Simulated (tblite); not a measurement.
Compound: C3H4F3NSi.
SMILES with atom numbers: `[N:1]#[C:2][SiH2:3][C:4]([F:5])([F:6])[CH2:7][F:8]` (hydrogens: H9, H10 on Si3; H11, H12 on C7)

Cartesian coordinates in Å at the GFN2-xTB level; atoms count from 1:
```
atom  x, y, z in Å
N1     2.7231   -0.5044   -1.3877
C2     2.0169    0.0943   -0.7146
Si3    0.8732    1.0689    0.3916
C4    -0.5884   -0.1794    0.7218
F5    -0.1662   -1.2094    1.5180
F6    -1.5566    0.4463    1.4632
C7    -1.2009   -0.7560   -0.5480
F8    -0.9452    0.1025   -1.5877
H9     0.3331    2.2258   -0.3066
H10    1.5272    1.2888    1.6770
H11   -2.2863   -0.8652   -0.4657
H12   -0.7288   -1.7129   -0.7874
```

Calculated harmonic vibrations of the isolated species, GFN2-xTB (tblite), most abundant isotopes, no scaling. Errors from tens to a few hundred cm⁻¹ against measured bands are possible. Modes of hydrogen on silicon can be 10 to 20 % off. One conformer, not necessarily the lowest.

Harmonic wavenumbers (cm⁻¹): 44.9, 66.1, 71.8, 152.9, 207.2, 270.7, 310.1, 322.9, 374.7, 403.1, 475.0, 512.6, 568.1, 609.1, 623.0, 708.1, 727.0, 876.1, 1036.6, 1047.2, 1080.7, 1115.9, 1199.6, 1307.3, 1414.2, 2325.6, 2355.3, 2357.0, 2971.5, 2979.5.

A = 2265, B = 1286, C = 1121 MHz; mass 139.007 u (most abundant isotopes); point group C1, symmetry number 1.

Problem. What is the zero-point energy?

Solution. ½Σν̃ = 14257 cm⁻¹ = 170.55 kJ/mol.

Problem. What is S at 400 K and 1 bar for an ideal gas of classical rigid rotors and harmonic oscillators?

Solution. Translation 176.51, rotation 124.91, vibration 154.76: S = 456.2 J/(mol K).

Problem. And Cp and H(400 K) − H(0)?

Solution. Cp = 171.20 J/(mol K), of which vibrations give 137.94 (their classical limit is 30 R = 249.4); H(400 K) − H(0) = 44.23 kJ/mol without the zero-point energy, 30.93 from vibrations.

Problem. Which modes carry the vibrational entropy at 400 K?

Solution. 44.9 cm⁻¹: 23.48; 66.1 cm⁻¹: 20.28; 71.8 cm⁻¹: 19.59; 152.9 cm⁻¹: 13.39; 207.2 cm⁻¹: 10.95; 270.7 cm⁻¹: 8.86 J/(mol K); the other 24 give 58.21 together.

Problem. Blend soft modes into free rotors: weight 1/[1 + (100 cm⁻¹/ν̃)⁴] for the oscillator and the rest for a rotor with moment μB/(μ + B), μ = h/(8π²ν), B = 10⁻⁴⁴ kg m². What vibrational entropy results?

Solution. 139.22 J/(mol K) in place of 154.76, which changes −T·S at 400 K by +6.22 kJ/mol.

Problem. What must be added to the electronic energy to get the Gibbs energy at 400 K and 1 bar?

Solution. ZPE + [H(400 K) − H(0)] − T·S = 170.55 + 44.23 − 182.47 = 32.31 kJ/mol.

Problem. How do the functions run with temperature in this model?

Solution. 
```
 T (K)  S (J/(mol K))  Cp (J/(mol K))  H − H(0) (kJ/mol)  G − H(0) (kJ/mol)  ln q(vib)
    50          247.5            55.8               2.16             -10.21       0.63
   100          292.3            75.9               5.45             -23.78       1.89
298.15          409.5           146.6              27.99             -94.10       6.88
373.15          444.5           165.4              39.71            -126.15       8.69
   500          496.4           189.4              62.30            -185.91      11.58
   750          579.5           219.8             113.80            -320.85      16.69
  1000          645.5           238.3             171.23            -474.26      21.12
```

q(vib) and H(0) count from the zero-point level.

Hindered rotation and anharmonicity are outside this model. Other conformers, if any are populated, would add a mixing term that is left out. The structure is chiral; the term R ln 2 for an equal mix with its mirror image is left out.

Time: 0.35 s of wall time. Hardware: an Arm Neoverse V1 with one thread, shared host. The figure is for the frequency step alone.
